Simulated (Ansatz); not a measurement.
Gas-phase electronic energies from Ansatz, PBE0-D4/def2-TZVP geometries. CBS: MP2 limit from def2 TZ/QZ plus the TZ coupled-cluster correction, frozen cores. One conformer a species, not always the lowest.

Consider the isomerisation: `N[SiH2]C[SiH2]Cl` → `CN([SiH3])[SiH2]Cl`.

```tsv
species	CCSD(T)/CBS(def2) energy (Eh)
`N[SiH2]C[SiH2]Cl`	-1135.60153
`CN([SiH3])[SiH2]Cl`	-1135.59245
```

Question: Work out ΔE.

Answer: ΔE = (-1135.59245) − (-1135.60153) = 0.00908 Eh = +23.8 kJ/mol.

Largest T1 diagnostic among the species: 0.010.

In def2-TZVPP, CCSD(T) changes the Hartree–Fock value by +7.1 kJ/mol (the triples alone add +0.0 kJ/mol) and MP2 by +9.2 kJ/mol. The D4 term adds −3.5 kJ/mol with B3LYP and −1.9 kJ/mol with PBE0; it sums over pairs of atoms, weighted by their polarisabilities, and B3LYP, whose exchange is more repulsive, gets the larger term.

B3LYP here is the variant with VWN-RPA as its local correlation; programs differ in this.
